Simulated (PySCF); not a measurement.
## Radial density of F²⁺ (fluorine, charge +2)

M06-2X, [He] 2s2 2p3, high-spin 4S determinant. All numbers are calculated (PySCF 2.14, scalar relativity by spin-free X2C-1e, in jorge-DZP-DKH (4s2p1d, 15 functions)).

| r (bohr) | 4πr²ρ (e/bohr) | 4πr²(ρα − ρβ) |
| --- | --- | --- |
| 0.00254 | 0.03660 | 0.0000 |
| 0.00427 | 0.1011 | 0.0000 |
| 0.00718 | 0.2703 | 0.0000 |
| 0.0121 | 0.6864 | 0.0000 |
| 0.0203 | 1.659 | 0.0003 |
| 0.0342 | 3.634 | 0.0020 |
| 0.0575 | 6.762 | 0.0124 |
| 0.0967 | 9.524 | 0.0715 |
| 0.163 | 8.601 | 0.3318 |
| 0.274 | 4.572 | 1.1285 |
| 0.460 | 4.244 | 2.6082 |
| 0.774 | 5.357 | 3.0662 |
| 1.30 | 2.196 | 1.2691 |
| 2.19 | 0.1649 | 0.0761 |
| 3.68 | 0.001581 | 0.0014 |

Densities and radii are taken from the X2C orbitals without a picture-change correction, which distorts them close to the nucleus.
